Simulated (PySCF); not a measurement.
CH7Cl2NSi2, SMILES Cl[SiH](Cl)NC[SiH3].

Geometry: B3LYP-D3(BJ)/def2-SVP. The structure was generated by enumeration, and PubChem lists no compound with its InChIKey, so it may never have been made. Other conformers were not sampled.

Two levels are set side by side: TDA-PBE/def2-SVPD (PySCF) and TDA-B3LYP/def2-SVPD (PySCF). Vertical, same geometry. The lowest singlet is HOMO→LUMO 99 % with PBE and HOMO→LUMO 97 % with the other functional; states are paired by order. Differences are taken from unrounded values.

| quantity | TDA-PBE |
|---|---|
| lowest singlet excitation (eV) | 5.22 |
| lowest triplet excitation (TDA) (eV) | 5.12 |
| first bright state (f over 0.05) (eV) | 6.42 |
| its oscillator strength | 0.09 |

Q: These are the TDA-PBE values. What does TDA-B3LYP give? (Estimate from the structure and the level; the computed values follow.)

A: 
```json
[
 {"quantity": "lowest singlet excitation (eV)", "TDA-B3LYP": "5.89", "TDA-PBE minus TDA-B3LYP": "-0.67"},
 {"quantity": "lowest triplet excitation (TDA) (eV)", "TDA-B3LYP": "5.76", "TDA-PBE minus TDA-B3LYP": "-0.64"},
 {"quantity": "first bright state (f over 0.05) (eV)", "TDA-B3LYP": "6.26", "TDA-PBE minus TDA-B3LYP": "0.16"},
 {"quantity": "its oscillator strength", "TDA-B3LYP": "0.05", "TDA-PBE minus TDA-B3LYP": "0.04"}
]
```

Functionals without exact exchange tend to place singlet excitations lower, as here. Differences between two approximate levels are no errors against the true value.

Rough cost on one machine, each run with all the roots and properties that it gave: TDA-B3LYP against TDA-PBE about 3 times.
